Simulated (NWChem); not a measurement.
Species: C2H3ClF2; SMILES CC(Cl)(F)F

All runs: NWChem. Pople sets run with spherical d functions. Coordinates come from a PBE-D3(BJ)/def2-SVP optimisation.

**Question.** Predict the results for PBE/6-311G**. Quantities: highest occupied level (eV); orbital gap (eV); dipole (D).

**Answer.** 
| Property | Value |
|---|---|
| highest occupied level (eV) | -7.81 |
| orbital gap (eV) | 6.90 |
| dipole (D) | 2.23 |
